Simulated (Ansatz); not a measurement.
`BCCBr`, relaxed with RKS PBE0-D4/def2-TZVP in the Gaussian-basis code of Ansatz from a PBE-D4/def2-SVP geometry. The force threshold is 0.005 eV/Å; the program also tests the step.

Total charge 0; spin multiplicity 1.

Start:

```xyz
10

B     0.308    1.312    0.585
C     0.293   -0.249    0.479
C    -0.294   -0.855   -0.784
Br   -2.222   -0.448   -0.913
H     0.515    1.849    1.660
H     0.196    2.004   -0.412
H    -0.118   -0.733    1.391
H     1.392   -0.492    0.520
H    -0.227   -1.958   -0.825
H     0.156   -0.430   -1.702
```

(1) By how much does the energy fall, and how many steps does the optimiser take? (Estimate.)

(2) Which bonds change most? (An estimate is asked.)

(3) Give the relaxed structure. (Estimate.)

Results:

(1) Ansatz gave: 3.86 kJ/mol, in 7 steps.

(2) The calculation gave: B1–H5 from 1.219 to 1.196 Å; C3–Br4 from 1.975 to 1.953 Å; B1–H6 from 1.219 to 1.197 Å; C3–H9 from 1.106 to 1.088 Å.

(3) The calculation gave: 
```xyz
10

B     0.308    1.305    0.578
C     0.294   -0.247    0.478
C    -0.285   -0.846   -0.780
Br   -2.195   -0.457   -0.902
H     0.536    1.833    1.627
H     0.171    1.984   -0.398
H    -0.137   -0.714    1.370
H     1.369   -0.511    0.529
H    -0.213   -1.931   -0.823
H     0.151   -0.416   -1.680
```
